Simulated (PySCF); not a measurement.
Shapes and spin states of [PtO2]+

Method: PySCF, PBE0, basis Pt def2-TZVP with ECP60, O def2-TZVP (scalar-relativistic core potentials, no spin–orbit coupling, density fitting).

Relaxations began from a few typed shapes and spin states; open shells are unrestricted. The search is not exhaustive: other isomers or separated fragments can lie lower, and high-lying points may rest on an excited occupation.

| spin | group | bonds | angles | imaginary modes (cm⁻¹) | ΔE (kJ/mol) | ΔE with ZPE (kJ/mol) |
| --- | --- | --- | --- | --- | --- | --- |
| doublet | C2v | O–O 1.235 Å, Pt–O 1.977 Å (×2) | O–O–Pt 71.8° (×2), O–Pt–O 36.4° | none | 0.0 | 0.0 |
| quartet | Cs | O–O 1.197 Å, Pt–O 2.107 Å | O–O–Pt 121.1° | none | 12.8 | 13.2 |
| quartet | C2v | Pt–O 1.742 Å (×2) | O–Pt–O 111.5° | none | 57.5 | 56.0 |
| quartet | C2v | O–O 1.210 Å |  | none | 68.3 | 66.3 |
| sextet | C∞v | O–O 1.192 Å, Pt–O 2.508 Å | O–O–Pt 180.0° | none | 133.2 | 132.9 |
| sextet | C∞v | O–O 1.192 Å |  | none | 141.2 | 140.4 |
| quartet | D∞h | Pt–O 1.781 Å (×2) | O–Pt–O 180.0° | 192i | 144.0 | – |
| sextet | C2v | O–O 1.198 Å |  | 66i | 149.1 | – |

The lowest minimum found is the doublet C2v: O–O 1.235 Å, Pt–O 1.977 Å (×2); O–O–Pt 71.8° (×2), O–Pt–O 36.4°.

For the lowest minimum: other spin states or occupations of the open shell can lie lower. No spin–orbit coupling is included, which matters more the heavier the element.

The electron or spin density has lower symmetry than the nuclear frame for the sextet C∞v at 141.2 kJ/mol, quartet D∞h at 144.0 kJ/mol.
